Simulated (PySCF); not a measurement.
**Shapes and spin states of MnH2**

All numbers come from PBE0/[Mn def2-TZVP, H def2-TZVP], no relativity, density fitting, PySCF.

Relaxations began from a few typed shapes and spin states; open shells are unrestricted. The search is not exhaustive: other isomers or separated fragments can lie lower, and high-lying points may rest on an excited occupation.

Which is the lowest minimum found?
A. broken-symmetry Ms = 3/2 (⟨S²⟩ 4.74) C2v: H–H 0.922 Å, Mn–H 1.678 Å (×2); H–H–Mn 74.0° (×2), H–Mn–H 31.9°
B. broken-symmetry Ms = 1/2 (⟨S²⟩ 2.75) D∞h: Mn–H 1.668 Å (×2); H–Mn–H 180.0°
C. broken-symmetry Ms = 3/2 (⟨S²⟩ 4.75) D∞h: Mn–H 1.661 Å (×2); H–Mn–H 180.0°
D. quartet C2v: Mn–H 1.579 Å (×2); H–Mn–H 110.3°
E. sextet C2v: H–H 0.877 Å, Mn–H 1.785 Å (×2); H–H–Mn 75.8° (×2), H–Mn–H 28.4°
F. sextet D∞h: Mn–H 1.692 Å (×2); H–Mn–H 180.0°
G. broken-symmetry Ms = 1/2 (⟨S²⟩ 2.51) C2v: H–H 0.863 Å, Mn–H 1.681 Å (×2); H–H–Mn 75.1° (×2), H–Mn–H 29.8°
H. broken-symmetry Ms = 1/2 (⟨S²⟩ 2.76) C2v: Mn–H 1.660 Å (×2); H–Mn–H 160.2°

F. The others lie at 134.3 (sextet C2v), 188.5 (broken-symmetry Ms = 3/2 C2v), 190.2 (quartet C2v), 192.8 (broken-symmetry Ms = 3/2 D∞h), 287.1 (broken-symmetry Ms = 1/2 C2v), 287.8 (broken-symmetry Ms = 1/2 D∞h, a saddle point), 324.3 (broken-symmetry Ms = 1/2 C2v) kJ/mol above it.

Formally Mn is in oxidation state +2, d5, with 5 unpaired electrons (the high-spin count). The Mulliken spin on Mn is 5.25. The polar-tensor charge on Mn, 0.91, is far below the formal one.

For the lowest minimum: other spin states or occupations of the open shell can lie lower.

The electron or spin density has lower symmetry than the nuclear frame for the broken-symmetry Ms = 1/2 (⟨S²⟩ 2.76) C2v at 287.1 kJ/mol, broken-symmetry Ms = 1/2 (⟨S²⟩ 2.75) D∞h at 287.8 kJ/mol.
